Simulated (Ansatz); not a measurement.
Ideal-gas functions of CH$_{3}$F$_{2}$Sc, SMILES `[CH3][Sc]([F])[F]` at 298.15 K and 1 bar, from an Ansatz frequency run at PBE0-D4/def2-TZVP.

Molar mass 97.99 g/mol, point group C1 (symmetry number 1), electronic degeneracy 1, moments of inertia 103.694, 107.08, 207.668 u Å². Harmonic wavenumbers (cm⁻¹, unscaled): 17, 51, 137, 160, 394, 484, 511, 656, 733, 1165, 1419, 1422, 3003, 3075, 3098.

Use S(trans) = R[1.5 ln M + 2.5 ln T − 1.1517]; rotational temperatures θ = 24.2544 K / I; S(rot) = R[ln(√π/σ · √(T³/θAθBθC)) + 1.5]; for each mode x = 1.438777 ν̃/T, S = R[x/(eˣ − 1) − ln(1 − e⁻ˣ)] and H = RT x/(eˣ − 1); 1 cm⁻¹ = 0.0119627 kJ/mol; R = 8.31446 J/(mol·K).

By hand: the entropy, in J/(mol·K).

Translation 166.0. Rotation: θ = 0.2339, 0.2265, 0.1168 K, giving 109.4. Vibration, mode by mode: 29.11, 19.99, 11.90, 10.67, 4.12, 2.93, 2.64, 1.52, 1.13, 0.20, 0.07, 0.07, 0.00, 0.00, 0.00, in all 84.3. Electronic 0.0. Sum 359.7 J/(mol·K).

By hand: H − E and G − E in kJ/mol, counted from the electronic energy.

Zero-point energy ½ × 16325 × 0.0119627 = 97.6; thermal vibration 10.7; translation, rotation and pV give 4 RT = 9.9. H − E = 118.2 kJ/mol, and G − E = 118.2 − 298.15 × 359.7/1000 = 11.0 kJ/mol.

Vibration gives 23 % of the entropy, 61.0 J/(mol·K) of it from the modes under 150 cm⁻¹: soft modes count most, and the harmonic formula is weakest for them. The sum counts one conformer and one mirror image; others add a mixing term.
